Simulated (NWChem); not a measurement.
# BHClF; SMILES FBCl

```xyz
4

B     -0.5351    -0.5572     0.0000
H     -1.7222    -0.7465     0.0000
F      0.2948    -1.5725     0.0000
Cl     0.1167     1.0616     0.0000
```
Atoms are numbered in this order, from 1.

All runs: NWChem. Pople sets run with spherical d functions. Structure relaxed at the PBE0/def2-SVP level. GIAO values for the isolated, static molecule; σ is the absolute isotropic shielding, δ = σ(reference) − σ with the isolated reference molecule computed at the same levels (11B: boron trifluoride, 19F: trichlorofluoromethane, 1H: tetramethylsilane).

```json
[
 {"level": "B3LYP/6-31G*", "δ B1 (ppm)": "30.5", "δ H2 (ppm)": "5.42", "δ F3 (ppm)": "1.0", "σ Cl4 (ppm)": "760.3"},
 {"level": "KT2/pcSseg-1", "δ B1 (ppm)": "27.5", "δ H2 (ppm)": "5.41", "δ F3 (ppm)": "-19.4", "σ Cl4 (ppm)": "713.6"},
 {"level": "BHandHLYP/pcSseg-1", "δ B1 (ppm)": "30.4", "δ H2 (ppm)": "?", "δ F3 (ppm)": "?", "σ Cl4 (ppm)": "?"}
]
```

**Question.** Complete the blanks.

**Answer.** 
- BHandHLYP/pcSseg-1, δ H2 (ppm): 5.21
- BHandHLYP/pcSseg-1, δ F3 (ppm): 2.7
- BHandHLYP/pcSseg-1, σ Cl4 (ppm): 751.0
